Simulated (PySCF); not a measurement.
**Sn²⁸⁺: ionisation energy**

Sn²⁸⁺ [Ar] 3d4 (5D) → Sn²⁹⁺ [Ar] 3d3 (4F), as a difference of total energies. Computed with PySCF 2.14 in an even-tempered Gaussian basis (18 s from 3.9 bohr⁻², ratio 2.5; 12 p from 5 bohr⁻², ratio 2.5; 8 d from 5 bohr⁻², ratio 2.5; 4 f from 19 bohr⁻², ratio 2.7; 3 g from 29 bohr⁻², ratio 2.7), with scalar relativity by spin-free X2C-1e. Correlated levels: outer shells: [Ne] frozen; virtual orbitals above 40 to 60 times the deepest correlated orbital energy dropped. The calculations carry no spin-orbit coupling.

```json
{"method": "UHF", "ionisation energy (eV)": "1594.1"}
{"method": "LDA", "ionisation energy (eV)": "1594.4"}
{"method": "PBE", "ionisation energy (eV)": "1593.5"}
{"method": "PBE0", "ionisation energy (eV)": "1594.1"}
{"method": "r2SCAN", "ionisation energy (eV)": "1593.4"}
{"method": "B3LYP", "ionisation energy (eV)": "1594.1"}
{"method": "PW91", "ionisation energy (eV)": "1593.8"}
{"method": "MP2 (outer shells)", "ionisation energy (eV)": "1594.7"}
{"method": "SCS-MP2 (outer shells)", "ionisation energy (eV)": "1594.2"}
```

A first-order spin-orbit estimate (lowest level to lowest level, LS coupling) adds -2.330 eV.

Breit and QED terms and the two-electron picture change are absent.

For comparison: 1596 ± 4 eV (theoretical estimate listed by NIST; NIST Atomic Spectra Database, ionization energies).
